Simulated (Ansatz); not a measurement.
Ansatz (a program for electronic structure) input file for Sn(H)3(Me) (CH₆Sn), SMILES [SnH3][CH3], PBE0-D3(BJ)/def2-TZVP. 

Ansatz 0.2 input:
```yaml
crystal:
  periodic: [false, false, false]
  atoms:
    - {symbol: Sn, position_ang: [0.00000000, 0.00000000, -0.30020969]}
    - {symbol: C, position_ang: [-0.00000000, 0.00000000, 1.84572904]}
    - {symbol: H, position_ang: [-1.07562460, -1.10301349, -0.91321791]}
    - {symbol: H, position_ang: [1.49304998, -0.38001148, -0.91321792]}
    - {symbol: H, position_ang: [-0.41742541, 1.48302496, -0.91321791]}
    - {symbol: H, position_ang: [-0.97550895, 0.28114751, 2.22525463]}
    - {symbol: H, position_ang: [0.73123537, 0.70424178, 2.22525463]}
    - {symbol: H, position_ang: [0.24427359, -0.98538930, 2.22525463]}
basis:
  gaussian:
    orbitals: def2-TZVP
hamiltonian:
  xc: pbe0
  dispersion: d3bj
relax: {f_tol: 0.002, max_steps: 200}
```

Output:

```
WARN ansatz: RAYON_NUM_THREADS=1 ignored (pool sized by the plan → 1); use --threads N
Functional definition: PBE0
integrals: 0.04 GiB planned
905 factors; their error is unknown
mean field: 0.37 GiB planned
mean field evaluation 1: about -6959.0538 eV, gradient 5.0e1 eV
mean field evaluation 2: about -6955.4763 eV, gradient 5.7e1 eV
mean field evaluation 4: about -6964.6508 eV, gradient 1.8e0 eV
mean field evaluation 8: about -6964.6547 eV, gradient 7.8e-2 eV
mean field evaluation 16: about -6964.7244 eV, gradient 1.9e-5 eV
mean field -6964.72437224 eV, -255.9488998201 hartree, gradient 1.9e-5 eV, S^2 0.000000; 0 other end points of the search recorded, 0 dependent functions left out
the calculation of the forces begins
reference -6964.72440912 eV, -255.9489011754 hartree; 17, 17 occupied and 100, 100 virtual orbitals, 905 factors
relax step   1: F+E_penalty+E_count = -6964.82875918 eV  Δ(F+E_penalty+E_count) = +0.000e0 eV  max|allowed force component| = 7.672e-1 eV/Å  Δτ_max = 0.0000 Å  (25 SCF iters, accepted)
these checks for a lower state are left out or cut short: starts, cluster_reference, orbital_swaps, neighbouring_geometries, increment
integrals: 0.04 GiB planned
905 factors; their error is unknown
mean field: 0.37 GiB planned
mean field -6964.77717511 eV, -255.9508402898 hartree, gradient 1.2e-5 eV, S^2 0.000000; 0 other end points of the search recorded, 0 dependent functions left out
the calculation of the forces begins
reference -6964.77721192 eV, -255.9508416426 hartree; 17, 17 occupied and 100, 100 virtual orbitals, 905 factors
relax step   2: F+E_penalty+E_count = -6964.88160471 eV  Δ(F+E_penalty+E_count) = -5.285e-2 eV  max|allowed force component| = 3.129e-1 eV/Å  Δτ_max = 0.1137 Å  (27 SCF iters, accepted)
these checks for a lower state are left out or cut short: starts, cluster_reference, orbital_swaps, neighbouring_geometries, increment
integrals: 0.04 GiB planned
905 factors; their error is unknown
mean field: 0.37 GiB planned
mean field -6964.79531789 eV, -255.9515070247 hartree, gradient 1.2e-5 eV, S^2 0.000000; 0 other end points of the search recorded, 0 dependent functions left out
the calculation of the forces begins
reference -6964.79535480 eV, -255.9515083810 hartree; 17, 17 occupied and 100, 100 virtual orbitals, 905 factors
relax step   3: F+E_penalty+E_count = -6964.89954842 eV  Δ(F+E_penalty+E_count) = -1.794e-2 eV  max|allowed force component| = 2.415e-2 eV/Å  Δτ_max = 0.0506 Å  (28 SCF iters, accepted)
these checks for a lower state are left out or cut short: starts, cluster_reference, orbital_swaps, neighbouring_geometries, increment
integrals: 0.04 GiB planned
905 factors; their error is unknown
mean field: 0.37 GiB planned
mean field evaluation 32: about -6964.7274 eV, gradient 2.9e-1 eV
mean field -6964.79540695 eV, -255.9515102975 hartree, gradient 1.2e-5 eV, S^2 0.000000; 0 other end points of the search recorded, 0 dependent functions left out
the calculation of the forces begins
reference -6964.79544385 eV, -255.9515116535 hartree; 17, 17 occupied and 100, 100 virtual orbitals, 905 factors
relax step   4: F+E_penalty+E_count = -6964.89966843 eV  Δ(F+E_penalty+E_count) = -1.200e-4 eV  max|allowed force component| = 6.026e-3 eV/Å  Δτ_max = 0.0039 Å  (29 SCF iters, accepted)
these checks for a lower state are left out or cut short: starts, cluster_reference, orbital_swaps, neighbouring_geometries, increment
integrals: 0.04 GiB planned
905 factors; their error is unknown
mean field: 0.37 GiB planned
mean field -6964.79541518 eV, -255.9515105998 hartree, gradient 1.8e-5 eV, S^2 0.000000; 0 other end points of the search recorded, 0 dependent functions left out
the calculation of the forces begins
reference -6964.79545207 eV, -255.9515119558 hartree; 17, 17 occupied and 100, 100 virtual orbitals, 905 factors
relax step   5: F+E_penalty+E_count = -6964.89967679 eV  Δ(F+E_penalty+E_count) = -8.355e-6 eV  max|allowed force component| = 7.545e-4 eV/Å  Δτ_max = 0.0016 Å  (19 SCF iters, accepted)
these checks for a lower state are left out or cut short: starts, cluster_reference, orbital_swaps, neighbouring_geometries, increment
integrals: 0.04 GiB planned
905 factors; their error is unknown
mean field: 0.37 GiB planned
mean field -6964.79542410 eV, -255.9515109277 hartree, gradient 1.2e-5 eV, S^2 0.000000; 0 other end points of the search recorded, 0 dependent functions left out
the calculation of the forces begins
reference -6964.79546100 eV, -255.9515122837 hartree; 17, 17 occupied and 100, 100 virtual orbitals, 905 factors
relax step   6: F+E_penalty+E_count = -6964.89968496 eV  Δ(F+E_penalty+E_count) = -8.174e-6 eV  max|allowed force component| = 3.944e-3 eV/Å  Δτ_max = 0.0033 Å  (29 SCF iters, accepted)
these checks for a lower state are left out or cut short: starts, cluster_reference, orbital_swaps, neighbouring_geometries, increment
integrals: 0.04 GiB planned
905 factors; their error is unknown
mean field: 0.37 GiB planned
mean field -6964.79543655 eV, -255.9515113852 hartree, gradient 1.2e-5 eV, S^2 0.000000; 0 other end points of the search recorded, 0 dependent functions left out
the calculation of the forces begins
reference -6964.79547345 eV, -255.9515127412 hartree; 17, 17 occupied and 100, 100 virtual orbitals, 905 factors
relax step   7: F+E_penalty+E_count = -6964.89969603 eV  Δ(F+E_penalty+E_count) = -1.107e-5 eV  max|allowed force component| = 7.560e-3 eV/Å  Δτ_max = 0.0068 Å  (28 SCF iters, accepted)
these checks for a lower state are left out or cut short: starts, cluster_reference, orbital_swaps, neighbouring_geometries, increment
integrals: 0.04 GiB planned
905 factors; their error is unknown
mean field: 0.37 GiB planned
mean field evaluation 64: about -6964.7954 eV, gradient 1.2e-5 eV
mean field -6964.79544226 eV, -255.9515115953 hartree, gradient 1.2e-5 eV, S^2 0.000000; 0 other end points of the search recorded, 0 dependent functions left out
the calculation of the forces begins
reference -6964.79547916 eV, -255.9515129513 hartree; 17, 17 occupied and 100, 100 virtual orbitals, 905 factors
relax step   8: F+E_penalty+E_count = -6964.89970207 eV  Δ(F+E_penalty+E_count) = -6.041e-6 eV  max|allowed force component| = 5.674e-3 eV/Å  Δτ_max = 0.0050 Å  (28 SCF iters, accepted)
these checks for a lower state are left out or cut short: starts, cluster_reference, orbital_swaps, neighbouring_geometries, increment
integrals: 0.04 GiB planned
905 factors; their error is unknown
mean field: 0.37 GiB planned
mean field -6964.79544313 eV, -255.9515116272 hartree, gradient 1.5e-5 eV, S^2 0.000000; 0 other end points of the search recorded, 0 dependent functions left out
the calculation of the forces begins
reference -6964.79548003 eV, -255.9515129832 hartree; 17, 17 occupied and 100, 100 virtual orbitals, 905 factors
relax step   9: F+E_penalty+E_count = -6964.89970375 eV  Δ(F+E_penalty+E_count) = -1.679e-6 eV  max|allowed force component| = 2.013e-3 eV/Å  Δτ_max = 0.0020 Å  (19 SCF iters, accepted)
these checks for a lower state are left out or cut short: starts, cluster_reference, orbital_swaps, neighbouring_geometries, increment
integrals: 0.04 GiB planned
905 factors; their error is unknown
mean field: 0.37 GiB planned
mean field -6964.79544228 eV, -255.9515115960 hartree, gradient 1.2e-5 eV, S^2 0.000000; 0 other end points of the search recorded, 0 dependent functions left out
the calculation of the forces begins
reference -6964.79547918 eV, -255.9515129520 hartree; 17, 17 occupied and 100, 100 virtual orbitals, 905 factors
relax step  10: F+E_penalty+E_count = -6964.89970381 eV  Δ(F+E_penalty+E_count) = -6.646e-8 eV  max|allowed force component| = 3.431e-4 eV/Å  Δτ_max = 0.0002 Å  (16 SCF iters, accepted)
integrals: 0.04 GiB planned
905 factors; their error is unknown
mean field: 0.37 GiB planned
mean field -6964.79544228 eV, -255.9515115960 hartree, gradient 3.2e-5 eV, S^2 0.000000; 1 other end points of the search recorded, 0 dependent functions left out
the calculation of the forces begins
reference -6964.79547918 eV, -255.9515129520 hartree; 17, 17 occupied and 100, 100 virtual orbitals, 905 factors
Total energy: -6964.89974071 eV, -255.9553444925 hartree
Atom 0 at     0.000002     0.000003    -0.303787 Å, force    -0.000043    -0.000047    -0.000042 eV/Å
Atom 1 at    -0.000019    -0.000017     1.835673 Å, force     0.000177     0.000169     0.000343 eV/Å
Atom 2 at    -1.131125    -1.139048    -0.891004 Å, force     0.000071     0.000073    -0.000268 eV/Å
Atom 3 at     1.551991    -0.410006    -0.891113 Å, force    -0.000082    -0.000089    -0.000022 eV/Å
Atom 4 at    -0.420816     1.549099    -0.891105 Å, force    -0.000107    -0.000092    -0.000030 eV/Å
Atom 5 at    -0.990590     0.261285     2.207669 Å, force    -0.000107     0.000040    -0.000053 eV/Å
Atom 6 at     0.721566     0.727208     2.207628 Å, force     0.000068     0.000056     0.000122 eV/Å
Atom 7 at     0.268990    -0.988524     2.207669 Å, force     0.000022    -0.000110    -0.000050 eV/Å
Dipole moment:    -0.000003    -0.000001     0.163052 e Å
```

The run converged.
